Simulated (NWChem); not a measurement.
# C$_{2}$H$_{3}$BO$_{2}$; SMILES C#CB(O)O

```xyz
8

B      0.0000     0.0000    -0.5062
C      0.0000     0.0000     1.0456
C      0.0000     0.0000     2.2623
H      0.0000     0.0000     3.3380
O      0.0000     1.1580    -1.2107
H      0.0000     1.9323    -0.6416
O      0.0000    -1.1580    -1.2107
H      0.0000    -1.9323    -0.6416
```
Atoms are numbered in this order, from 1.

All runs: NWChem. Pople sets run with spherical d functions. Medium grid unless said otherwise, to which SCAN and Minnesota functionals are sensitive. The geometry was optimised at PBE0/def2-SVP. Total energies of different functionals are on different scales.

```csv
level,energy (Ha),highest occupied level (eV),orbital gap (eV),dipole (D)
B3LYP/6-31G*,-253.3490,-7.74,7.42,2.75
PBE/6-31G*,-253.0412,-6.69,5.62,2.52
BLYP/6-31G*,-253.2759,-6.45,5.59,2.51
r2SCAN/6-31G*,-253.2045,-7.05,6.11,2.74
KT2/6-31G*,-257.3638,-6.71,5.61,2.56
M06-L/6-31G*,-253.3173,-6.99,6.14,2.65
MN15/6-31G*,-253.0724,-8.75,9.23,2.84
PW6B95/6-31G*,-253.6506,-8.13,8.04,2.79
PBE0/6-31G*,-253.0544,-8.09,7.91,2.81
```
